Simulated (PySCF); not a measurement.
## Field gradients at the hydrogen positions

C4H12Si2.
Geometry (GFN2-xTB, Å), atoms numbered from 1 in this order:
```xyz
18
C4H12Si2 angstrom
C     -2.797    1.009    0.358
C     -2.260   -0.416    0.222
C     -0.864   -0.516    0.750
C      0.201   -0.870    0.043
Si     1.961   -0.947    0.697
Si     3.271    0.699   -0.260
H     -2.175    1.700   -0.207
H     -2.795    1.319    1.401
H     -3.815    1.070   -0.019
H     -2.906   -1.094    0.790
H     -2.284   -0.722   -0.826
H     -0.753   -0.256    1.796
H      0.052   -1.120   -1.003
H      1.898   -0.843    2.163
H      2.471   -2.297    0.404
H      4.667    0.615    0.178
H      2.820    2.056    0.062
H      3.299    0.619   -1.724
```

Level: PBE0/pcSseg-1 (PySCF, non-relativistic); Q(2H) = 0.00286 b; rigid geometry, the same for H and D, with no vibrational averaging.

Problem. Rank these positions by the coupling χzz of a deuteron there, largest first.
A. H18 (Si–H hydrogen)
B. H8 (methyl hydrogen)
C. H10 (methylene hydrogen)
D. H12 (vinylic hydrogen)

Solution. D (215 kHz), B (211 kHz), C (202 kHz), A (110 kHz).

Problem. What are Vzz, η and χzz (234.96 MHz × Q × Vzz) at all hydrogens?

Solution. 
| atom | bonded to | bond length (Å) | Vzz (au) | η | χzz (kHz) |
| --- | --- | --- | --- | --- | --- |
| H7 | C1 | 1.088 | 0.3128 | 0.02 | 210 |
| H8 | C1 | 1.088 | 0.3138 | 0.03 | 211 |
| H9 | C1 | 1.088 | 0.3154 | 0.02 | 212 |
| H10 | C2 | 1.095 | 0.3001 | 0.01 | 202 |
| H11 | C2 | 1.092 | 0.3022 | 0.03 | 203 |
| H12 | C3 | 1.083 | 0.3204 | 0.05 | 215 |
| H13 | C4 | 1.085 | 0.3235 | 0.05 | 217 |
| H14 | Si5 | 1.470 | 0.1597 | 0.02 | 107 |
| H15 | Si5 | 1.473 | 0.1580 | 0.01 | 106 |
| H16 | Si6 | 1.466 | 0.1637 | 0.00 | 110 |
| H17 | Si6 | 1.466 | 0.1633 | 0.00 | 110 |
| H18 | Si6 | 1.466 | 0.1632 | 0.00 | 110 |

Problem. Average by the element that carries the hydrogen.

Solution. on C: 210 kHz over 7 positions, mean bond length 1.089 Å; on Si: 109 kHz over 5 positions, mean bond length 1.468 Å.

Problem. How does χzz go with the bond length over the 7 C–H bonds?

Solution. A straight-line fit has a slope of -14.6 kHz for each 0.01 Å, with a correlation coefficient of -0.96, over lengths from 1.083 to 1.095 Å. The longer bonds have the smaller couplings here.

Problem. A static deuteron (I = 1) shows a doublet split by (3/2)χ, (3/4)χ(1 + η) and (3/4)χ(1 − η) with the field along z, y and x of the gradient. What are these for H14?

Solution. With |χ| = 107.3 kHz and η = 0.022: 161, 82 and 79 kHz, to first order and without motion.

One conformer (not necessarily the lowest) at the GFN2-xTB geometry, without solvent, vibrations or thermal averaging. GFN2-xTB bond lengths can be off by several hundredths of an ångström, more for odd bonds, and the gradients follow them. The basis is small and wasn't made for field gradients, so the couplings can be 20 % off.

These values come from a run that also computed NMR shieldings. Time: 44 s of wall time; peak memory 0.80 GiB. Hardware: one thread of an Arm Neoverse N1, on a shared host.
